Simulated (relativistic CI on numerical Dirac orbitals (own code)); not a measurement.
**Ru²⁺: resonant inelastic scattering at the L2,3 edge**

Computed with this model: Dirac-Coulomb-Breit CI, separate exchange-only KLI orbitals for each configuration, a model potential for QED, valence Slater integrals scaled by 0.7, Kramers-Heisenberg scattering through one core-hole configuration in a parametric crystal field; configurations [Kr] 4d6 → [He] 2s2 2p5 3s2 3p6 3d10 4s2 4p6 4d7; 300 K; core-hole width 1.6 eV; summed over polarisations. Incident energies are the highest absorption maxima for each field (at most a few, so the weaker spin-orbit partner edge can be absent), on the computed scale of the free ion. Intensities are in per cent of the strongest line above 0.02 eV; levels within 1 cm⁻¹ are merged; final levels count from the ground level, the first row holds all elastic scattering, lines under 0.4 are left out and each table stops after 24 rows. The scale of the Slater integrals is a model choice and moves the terms in proportion.

Field parameters in Wybourne normalisation: D4h B²₀ = −7Ds, B⁴₀ = 21(Dq − Dt), B⁴₄ = 21√(5/14) Dq. The field is a parameter set, without covalency.

S is read from ⟨S²⟩ = S(S + 1).

D4h, 10Dq = 27850, Ds = -1500, Dt = -70 cm⁻¹:

```
Final level (eV)  Degeneracy  Irrep     S  2841.5 eV  2970.5 eV
           0.000           1     A1  0.02      585.8       86.6
           2.343           1     A1  1.01        6.6        4.9
           2.365           1     A2  1.00       13.3        3.4
           2.408           2      E  1.00       13.6        7.3
           2.484           1     B2  1.00        4.1        4.3
           2.487           1     B1  1.00       12.3       10.7
           2.641           2      E  1.01        1.3        1.6
           2.662           1     A1  1.00       27.5       26.3
           3.063           1     B1  1.01        0.2        1.5
           3.073           1     B2  1.01       13.7        8.2
           3.076           2      E  0.86      100.0        3.6
           3.154           1     A2  0.92       32.2        2.3
           3.174           1     A1  1.01       30.3       30.7
           3.226           2      E  0.35       85.7       45.5
           3.284           1     A2  0.23       43.0       24.4
           3.893           2      E  1.01       44.1       25.8
           3.902           1     B1  1.02       10.2       10.6
           4.143           2      E  0.06       80.4       28.4
           5.017           1     B2  0.03       42.1        8.9
           5.705           1     A2  1.01        0.5        0.0
           5.984           2      E  1.00        0.5        0.1
           6.290           1         1.00        0.4        0.3
           6.293           2         1.00        0.4        0.1
           6.306           2         0.99        0.7        0.9
```

D4h, 10Dq = 27850, Ds = -860, Dt = -70 cm⁻¹:

| Final level (eV) | Degeneracy | Irrep | S | 2841.4 eV | 2970.4 eV |
| --- | --- | --- | --- | --- | --- |
| 0.000 | 1 | A1 | 0.02 | 467.3 | 69.9 |
| 2.498 | 1 | A1 | 1.01 | 2.5 | 2.1 |
| 2.545 | 2 | E | 1.00 | 5.9 | 2.1 |
| 2.555 | 1 | A2 | 1.00 | 10.2 | 1.6 |
| 2.619 | 1 | B2 | 1.01 | 0.9 | 1.4 |
| 2.619 | 1 | B1 | 1.00 | 9.7 | 8.6 |
| 2.675 | 2 | E | 1.01 | 1.9 | 1.9 |
| 2.700 | 1 | A1 | 1.01 | 30.0 | 27.8 |
| 3.065 | 2 | E | 0.93 | 65.7 | 6.0 |
| 3.075 | 1 | B1 | 1.01 | 0.9 | 1.5 |
| 3.088 | 1 | B2 | 1.01 | 12.7 | 8.7 |
| 3.110 | 1 | A2 | 0.93 | 29.8 | 1.6 |
| 3.136 | 1 | A1 | 1.00 | 17.4 | 18.0 |
| 3.289 | 1 | A2 | 0.23 | 37.6 | 22.3 |
| 3.304 | 2 | E | 0.25 | 100.0 | 36.5 |
| 3.614 | 2 | E | 0.99 | 19.7 | 25.0 |
| 3.615 | 1 | B1 | 1.01 | 6.7 | 6.9 |
| 4.197 | 2 | E | 0.03 | 48.6 | 12.7 |
| 4.736 | 1 | B2 | 0.03 | 28.1 | 6.0 |
| 6.398 | 2 |  | 1.00 | 0.4 | 0.1 |
| 6.492 | 2 |  | 1.00 | 0.2 | 0.6 |
| 6.657 | 1 |  | 0.72 | 1.1 | 0.0 |
| 6.689 | 2 |  | 0.62 | 0.8 | 0.1 |
| 6.717 | 1 |  | 0.59 | 0.6 | 0.4 |

D4h, 10Dq = 27850, Ds = -210, Dt = -70 cm⁻¹:

```tsv
Final level (eV)	Degeneracy	Irrep	S	2841.4 eV	2970.4 eV
0.000	1	A1	0.02	571.1	86.3
2.574	1	A1	1.01	5.1	5.1
2.594	2	E	1.00	2.0	0.2
2.654	1	B1	1.00	7.6	7.1
2.695	1	A2	1.00	7.0	0.2
2.710	2	E	1.01	3.8	0.3
2.759	1	A1	1.01	41.6	37.5
3.105	1	A2	0.87	54.1	1.0
3.112	2	E	0.91	100.0	6.2
3.156	1	A1	1.01	14.4	15.2
3.169	1	B1	1.01	8.0	8.5
3.197	1	B2	1.01	15.6	12.0
3.295	2	E	0.89	60.9	23.1
3.306	1	A2	0.34	36.8	30.1
3.335	1	B1	1.00	3.7	4.0
3.385	2	E	0.45	67.8	58.6
4.307	2	E	0.03	51.4	11.9
4.440	1	B2	0.03	28.5	6.4
6.300	2		0.99	0.5	0.1
6.606	2		0.99	0.6	0.6
6.637	2		0.95	0.6	0.4
6.742	2		0.22	1.5	0.4
6.777	1		0.13	1.2	0.2
6.889	1		0.08	0.8	0.0
```

For the first field the strongest loss at the lowest incident energy is the level at 3.08 eV (S = 0.86, against 0.02 in the thermal ground state). Levels of other spin, the first over 8 % at 2.37 eV, appear because spin-orbit coupling of the core hole, and in heavier ions of the valence shell too, mixes spins.
